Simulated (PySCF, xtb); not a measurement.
In(H)(NH2)2 (H5InN2), SMILES [NH2][InH][NH2].

GFN2-xTB in xtb at its own geometry gives an orbital gap of 3.34 eV and a dipole moment of 2.65 D.

Geometry optimised at PBE0-D3(BJ)/def2-SVP. The def2 effective core potentials stand for the cores of In; spin–orbit coupling is left out. The values are those of a single conformer.

Problem. What does PBE0/def2-TZVPD run with PySCF give? (An estimate is asked for; the answer gives what the named calculation found.)

Solution. gap 5.92 eV (levels -6.68 and -0.76 eV), dipole 1.39 D.
